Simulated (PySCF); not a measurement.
Molecule: `InChI=1S/B2FH4N/c1-4-2-3/h2,4H,1H2`.

Bonds (- single, = double, # triple, : aromatic): B1-N2 1.414 Å, N2-B3 1.423 Å, B3-F4 1.327 Å. B1 carries H5, H6; N2 carries H7; B3 carries H8.

Spin–spin couplings on one PBE0-D3(BJ)/def2-SVP geometry, PySCF 2.14, gas phase, non-relativistic, equivalent pairs averaged; isotopes ¹¹B, ¹H, ¹⁵N, ¹⁹F; basis pcJ-1.

How do the couplings (Hz) change with the functional? Times are CPU seconds on shared hosts with different chips, so compare them loosely.

## Answers


| functional | functions | ¹J(B3,H8) | ¹J(B1,H5) | ¹J(N2,H7) | ¹J(N2,B3) | ¹J(B1,N2) | ¹J(B3,F4) | ²J(F4,H8) | core-s |
| --- | --- | --- | --- | --- | --- | --- | --- | --- | --- |
| HF | 148 | 196.7 | 158.2 | -94.7 | -37.4 | -33.7 | -13.5 | 89.9 | 11 |
| LDA | 148 | 146.7 | 112.3 | -61.2 | -19.4 | -16.4 | -192.1 | 69.1 | 6.8 |
| PBE | 148 | 173.8 | 135.8 | -69.2 | -23.2 | -20.3 | -187.1 | 77.9 | 10 |
| KT2 | 148 | 186.3 | 142.3 | -74.0 | -18.3 | -15.4 | -215.1 | 85.8 | 11 |
| B3LYP | 148 | 185.0 | 145.9 | -76.1 | -26.4 | -23.1 | -148.7 | 84.7 | 10 |
| PBE0 | 148 | 175.3 | 137.5 | -72.9 | -25.7 | -22.4 | -147.9 | 78.5 | 12 |
| B97-2 | 148 | 176.3 | 140.8 | -70.2 | -27.3 | -24.5 | -140.8 | 74.3 | 11 |
| BHandHLYP | 148 | 191.9 | 152.4 | -82.8 | -30.2 | -26.7 | -100.7 | 89.6 | 12 |
| CAM-B3LYP | 148 | 182.2 | 142.6 | -75.8 | -26.5 | -23.1 | -139.8 | 84.8 | 15 |
